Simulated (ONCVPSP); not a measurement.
## Transferability test, ONCV potential for Ti

* Element: titanium (Ti)
* Generator: ONCVPSP 4.0.1
* Type: optimised norm-conserving Vanderbilt (ONCV)
* Functional: PBEsol
* Relativity: scalar-relativistic
* Frozen core: [Ar]
* Valence charge: 4
* Reference configuration: 3d2 4s1.75 4p0.25
* Partial waves: 4s: rc 2.95 bohr, ncon 3, nbas 7, qcut 2.1 1/bohr, 2 projectors, debl 3.7 Ha; 4p: rc 3.35 bohr, ncon 4, nbas 8, qcut 2.1 1/bohr, 2 projectors, debl 1 Ha; 3d: rc 1.90 bohr, ncon 3, nbas 8, qcut 7.9 1/bohr, 2 projectors, debl 1.2 Ha
* Local potential: polynomial inside 1.50 bohr (lpopt 4, dvloc0 4 Ha)
* Core correction: none

Energies are relative to the spin-unpolarised reference configuration 3d2 4s1.75 4p0.25; without spin polarisation the order of configurations can differ from experiment.

| valence configuration | charge | ΔE all-electron (eV) | error AE − PS (meV) |
| --- | --- | --- | --- |
| 3d2 4s1 4p0 | +1 | 6.598 | -5.0 |
| 3d2 4s0 4p0 | +2 | 20.070 | +61 |
| 3d2 4s1 4p1 | 0 | 2.332 | -0.2 |

What are ΔE and the potential's error for 3d2 4s2 4p0?

ΔE = -0.761 eV all-electron; the error (AE − PS) is -0.2 meV.

Levels in the configuration 3d2 4s2 4p0:

```
level  all-electron (eV)  pseudo (eV)
   3d             -4.275       -4.270
   4s             -4.477       -4.477
```

Note: no bound ghost flagged; GHOST(+) flagged for s at 106.4 eV.
